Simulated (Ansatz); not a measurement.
```yaml
crystal:
  periodic: [false, false, false]
  atoms:
    - {symbol: N, position_ang: [0.642085, 1.713828, -0.682698]}
    - {symbol: Al, position_ang: [0.620931, 0.010391, -0.377282]}
    - {symbol: F, position_ang: [2.107146, -0.783339, -1.175789]}
    - {symbol: Si, position_ang: [-0.872902, -1.139150, 0.763128]}
    - {symbol: H, position_ang: [-0.113889, 2.304168, -0.260985]}
    - {symbol: H, position_ang: [1.211176, 2.308437, -1.299346]}
    - {symbol: H, position_ang: [-1.516971, -2.282177, -0.071923]}
    - {symbol: H, position_ang: [-0.213110, -1.995022, 1.941761]}
    - {symbol: H, position_ang: [-1.931078, -0.536039, 1.328150]}
basis:
  gaussian: {orbitals: def2-SVP, point_charges: [{charge: -1.00, position_ang: [4.792, 0.858, 0.213]}]}
hamiltonian: {xc: {name: HF}}
correlation: {method: mp2, frozen_orbitals: {N: 0}}
output: {forces: true}
```

```sh
$ ansatz run in.yaml --threads 2 --pin off --events-out ev --progress --plain --max-ram 4352MiB
```

Q: How does Ansatz answer? (An estimate is asked.)

A: Ansatz gave: The program refused the input.
```
Functional definition: HF
Error: "frozen_orbitals" has no count for Al
```
